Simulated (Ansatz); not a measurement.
Geometry optimisation, RKS PBE/6-31G* (Ansatz).

Input:

```yaml
crystal:
  periodic: [false, false, false]
  atoms:
    - { symbol: Si, position_ang: [0.203681, -0.028597, -0.044269] }
    - { symbol: "N", position_ang: [0.635676, 0.14467, 1.667049] }
    - { symbol: C, position_ang: [-0.353763, 0.285281, 2.728329] }
    - { symbol: H, position_ang: [-1.327055, 0.594928, 2.311498] }
    - { symbol: H, position_ang: [-0.513335, -0.650382, 3.310097] }
    - { symbol: H, position_ang: [-0.03358, 1.065142, 3.451987] }
    - { symbol: C, position_ang: [1.955938, -0.184407, 2.17278] }
    - { symbol: H, position_ang: [1.9965, -1.174007, 2.677573] }
    - { symbol: H, position_ang: [2.690693, -0.192218, 1.349794] }
    - { symbol: H, position_ang: [2.281495, 0.575175, 2.914628] }
    - { symbol: H, position_ang: [1.582872, 0.268264, -0.426893] }
    - { symbol: H, position_ang: [-0.764373, 1.06224, -0.426559] }
    - { symbol: "N", position_ang: [-0.379703, -1.587772, -0.584721] }
    - { symbol: C, position_ang: [-0.978091, -2.55743, 0.317084] }
    - { symbol: H, position_ang: [-0.58305, -2.411155, 1.336309] }
    - { symbol: H, position_ang: [-2.088256, -2.482047, 0.359299] }
    - { symbol: H, position_ang: [-0.728667, -3.591012, 0.002087] }
    - { symbol: C, position_ang: [-0.77915, -1.724493, -1.978272] }
    - { symbol: H, position_ang: [-1.867614, -1.553977, -2.137928] }
    - { symbol: H, position_ang: [-0.230046, -1.003615, -2.611246] }
    - { symbol: H, position_ang: [-0.53917, -2.738487, -2.357129] }
basis:
  gaussian: { orbitals: "6-31G*" }
hamiltonian:
  xc: pbe
relax:
  f_tol: 0.03
  max_steps: 50
```

Command:

```bash
$ ansatz run input.yaml --threads 4 --pin off --max-ram 5120MiB --backend cpu --events-out ev --progress --plain --runs-dir out
```

Q: Where does it end, and by what steps?

A: The run converged. After 17 steps the energy has fallen by 0.364 eV; H9 moved furthest, 1.40 Å.

```csv
step,energy less start (eV),largest force component (eV/Å),accepted
0,0.0000,1.368,yes
1,-0.1803,0.631,yes
2,-0.2333,0.377,yes
3,-0.2610,0.199,yes
4,-0.2785,0.219,yes
5,-0.3000,0.212,yes
6,-0.3130,0.234,yes
7,-0.3227,0.196,yes
8,-0.3327,0.237,yes
9,-0.3402,0.219,yes
10,-0.3450,0.190,yes
11,-0.3492,0.117,yes
12,-0.3532,0.155,yes
13,-0.3570,0.129,yes
14,-0.3597,0.083,yes
15,-0.3630,0.057,yes
16,-0.3642,0.049,yes
17,-0.3645,0.023,yes
```

```xyz
21
Properties=species:S:1:pos:R:3
Si -0.333 0.095 0.204
N 0.382 -0.051 1.785
C -0.048 0.735 2.931
H -1.040 1.177 2.739
H -0.123 0.100 3.838
H 0.656 1.563 3.165
C 1.670 -0.705 1.972
H 1.647 -1.375 2.856
H 1.911 -1.320 1.089
H 2.495 0.024 2.127
H 0.425 0.892 -0.830
H -1.632 0.805 0.499
N -0.433 -1.479 -0.533
C -1.091 -2.589 0.142
H -1.209 -2.361 1.215
H -2.095 -2.807 -0.282
H -0.486 -3.515 0.058
C -0.184 -1.718 -1.946
H -1.122 -1.884 -2.519
H 0.338 -0.856 -2.392
H 0.452 -2.617 -2.086
```

Whether the end is a true minimum wasn't checked by a vibrational analysis.

The run took 47 s on 4 threads of Arm Neoverse V1 (shared host), peak memory 0.22 GiB.
